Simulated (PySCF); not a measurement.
CH6O2Si2.
Cartesian coordinates in Å at the PBE0-D3(BJ)/def2-SVP level; atoms count from 1:
```xyz
11
CH6O2Si2 angstrom
O      1.2798    1.3966    0.5768
C      1.8197    0.3228    0.4431
Si     0.7593   -1.1657   -0.1725
O     -0.7558   -0.5606   -0.3680
Si    -1.6429    0.8505   -0.2428
H      2.9152    0.2187    0.6783
H      1.3201   -1.6733   -1.4590
H      0.7901   -2.2539    0.8477
H     -3.0354    0.4979   -0.6466
H     -1.1227    1.8935   -1.1713
H     -1.6614    1.3509    1.1604
```

Computed with PBE0-D3(BJ)/def2-SVP geometry optimisation, gas phase in PySCF.

Masses are those of the commonest isotopes; rigid-rotor values at the optimised geometry. The values belong to one conformer with, in the numbering `[O:1]=[CH:2][SiH2:3][O:4][SiH3:5]`, O1–C2–Si3–O4 -1°, C2–Si3–O4–Si5 1°.

(1) What are A, B and C (MHz)?

(2) Classify the top.

(3) What does the inertial defect say?

(4) Which types of transition are allowed, and where do some lines up to J = 2 fall?

(5) Estimate the classical rotational partition function at 25 K, 200 K and 500 K.

Results:

(1) Ia = 112.56, Ib = 211.70, Ic = 312.21 u·Å²; 505379 MHz·u·Å²/I gives A = 4490, B = 2387, C = 1619 MHz.

(2) An asymmetric top; Ray's κ = -0.465.

(3) Not planar: Δ = Ic − Ia − Ib = -12.06 u·Å². For a rigid frame Δ = −2 Σ m c², so Σ m c² = 6.03 u·Å² lies off the ab plane, practically all of it from hydrogen. The atom farthest from that plane is 1.24 Å away.

(4) The dipole components are |μa| = 1.69 D, |μb| = 0.94 D, |μc| = 0.00 D; the mirror of this Cs structure is the ab plane, so μc vanishes by symmetry and there are no c-type lines. Intensities carry the squares of the components, which stand as 1.00 : 0.31 (a : b). Some lines, for components of 0.1 D or more:

```json
{"type": "a", "branch": "Q", "J(Ka,Kc)": "1(1,0) ← 1(1,1)", "MHz": "768", "lower level (cm⁻¹)": "0.204"}
{"type": "a", "branch": "Q", "J(Ka,Kc)": "2(1,1) ← 2(1,2)", "MHz": "2305", "lower level (cm⁻¹)": "0.445"}
{"type": "b", "branch": "Q", "J(Ka,Kc)": "1(1,0) ← 1(0,1)", "MHz": "2871", "lower level (cm⁻¹)": "0.134"}
{"type": "b", "branch": "Q", "J(Ka,Kc)": "2(1,1) ← 2(0,2)", "MHz": "3815", "lower level (cm⁻¹)": "0.395"}
{"type": "a", "branch": "R", "J(Ka,Kc)": "1(0,1) ← 0(0,0)", "MHz": "4006", "lower level (cm⁻¹)": "0.000"}
{"type": "b", "branch": "R", "J(Ka,Kc)": "2(0,2) ← 1(1,1)", "MHz": "5734", "lower level (cm⁻¹)": "0.204"}
{"type": "b", "branch": "R", "J(Ka,Kc)": "1(1,1) ← 0(0,0)", "MHz": "6108", "lower level (cm⁻¹)": "0.000"}
{"type": "b", "branch": "Q", "J(Ka,Kc)": "2(2,0) ← 2(1,1)", "MHz": "6483", "lower level (cm⁻¹)": "0.522"}
{"type": "a", "branch": "R", "J(Ka,Kc)": "2(1,2) ← 1(1,1)", "MHz": "7243", "lower level (cm⁻¹)": "0.204"}
{"type": "a", "branch": "R", "J(Ka,Kc)": "2(0,2) ← 1(0,1)", "MHz": "7837", "lower level (cm⁻¹)": "0.134"}
{"type": "b", "branch": "Q", "J(Ka,Kc)": "2(2,1) ← 2(1,2)", "MHz": "8613", "lower level (cm⁻¹)": "0.445"}
{"type": "a", "branch": "R", "J(Ka,Kc)": "2(1,1) ← 1(1,0)", "MHz": "8780", "lower level (cm⁻¹)": "0.229"}
{"type": "b", "branch": "R", "J(Ka,Kc)": "2(1,2) ← 1(0,1)", "MHz": "9346", "lower level (cm⁻¹)": "0.134"}
{"type": "b", "branch": "R", "J(Ka,Kc)": "2(2,1) ← 1(1,0)", "MHz": "15088", "lower level (cm⁻¹)": "0.229"}
{"type": "b", "branch": "R", "J(Ka,Kc)": "2(2,0) ← 1(1,1)", "MHz": "16031", "lower level (cm⁻¹)": "0.204"}
```

(5) Point group Cs, symmetry number σ = 1; q = (√π/σ)·√((kT/h)³/(ABC)), k/h = 20836.6 MHz/K: 5060 at 25 K, 114000 at 200 K, 453000 at 500 K.

PBE0-D3(BJ)/def2-SVP frequencies: not computed here. Zero-point vibration and centrifugal distortion are left out. A rigid rotor knows nothing of internal rotation, which can split or shift real lines.
